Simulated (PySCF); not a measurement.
ClH2Si, SMILES Cl[SiH2] (connectivity only; charge and spin as stated), charge +1, multiplicity 1. Atoms are numbered in the order given.

```xyz
4

Si     0.0000     0.0000    -0.9684
Cl     0.0000     0.0000     0.9933
H      0.0000    -1.3083    -1.6645
H      0.0000     1.3083    -1.6645
```
Charge +1, spin multiplicity 1.

The structure is a stationary point at PBE-D3(BJ)/def2-TZVP. The spin state was assumed, not searched. The isomer is the one that the SMILES or the coordinates give; other isomers of the formula were not compared.

Computed with PySCF with PBE-D3(BJ)/def2-TZVP.

Frequencies are harmonic and unscaled.

| mode | ν (cm⁻¹) | IR (km/mol) | moving atoms (share of kinetic energy) |
|---|---|---|---|
| 1 | 597 | 21.7 | H 89 %, Si 8 % |
| 2 | 653 | 64.5 | Si 49 %, Cl 46 % |
| 3 | 661 | 22.6 | H 88 %, Si 12 % |
| 4 | 900 | 84.9 | H 93 % |
| 5 | 2210 | 0.0 | H 98 % |
| 6 | 2278 | 1.2 | H 95 % |
